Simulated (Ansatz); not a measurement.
Relaxation of GaH₃ (4 atoms, charge 0, multiplicity 1), to a largest force component of 0.03 eV/Å in at most 50 steps.

Method: RKS PBE0/def2-TZVP (Ansatz).

```xyz
4
Properties=species:S:1:pos:R:3:forces:R:3
Ga -0.431 0.007 -0.250 -0.73 0.01 -0.42
H 1.783 -0.001 1.437 -0.41 0.00 1.50
H 2.135 -0.001 0.826 1.09 0.00 -1.10
H -1.908 -0.005 -1.101 0.05 0.00 0.03
```

Task: Where does it end, and by what steps?

Result: It converged. The force dipped under the threshold on the way, but the program's further checks kept it going. After 11 steps the energy has fallen by 0.337 eV; Ga1 moved furthest, 0.98 Å.

```tsv
step	energy less start (eV)	largest force component (eV/Å)	accepted
0	0.0000	1.496	yes
1	-0.2157	0.291	yes
2	-0.2980	0.214	yes
3	-0.3273	0.046	yes
4	-0.3323	0.013	yes
5	-0.3352	0.035	yes
6	-0.3362	0.042	yes
7	-0.3367	0.017	yes
8	-0.3368	0.004	yes
9	-0.3369	0.001	yes
10	-0.3369	0.068	no
11	-0.3369	0.001	yes
```

```xyz
4
Properties=species:S:1:pos:R:3
Ga -1.281 0.017 -0.744
H 2.617 -0.004 1.943
H 2.982 -0.004 1.292
H -2.740 -0.010 -1.580
```

Whether the end is a true minimum wasn't checked by a vibrational analysis.

Time of the run: 8.6 s on 1 thread of Arm Neoverse V2 (shared host), peak memory 0.1 GiB.
